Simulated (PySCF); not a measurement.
Input file for PySCF: R-HF/STO-3G on H2S (SMILES S).

```python
from pyscf import gto, scf, dft, mp
from pyscf.data.elements import chemcore

mol = gto.M(
    atom='''
    S     0.19928118    0.05998854    3.47284555
    H    -0.32056861    1.29037933    3.33843434
    H    -1.00446254   -0.52493055    3.36797086
    ''',
    basis='sto-3g',
    charge=0, spin=0, verbose=3, max_memory=1800)
mf = scf.RHF(mol)
mf.conv_tol = 1e-8
mf.max_cycle = 100
mf.kernel()
if not mf.converged:
    mf = mf.newton().run(mf.mo_coeff, mf.mo_occ)
```

Program output:

```
converged SCF energy = -394.311365788869
```

The run converged.

Cost: roughly 0.07 core-seconds.
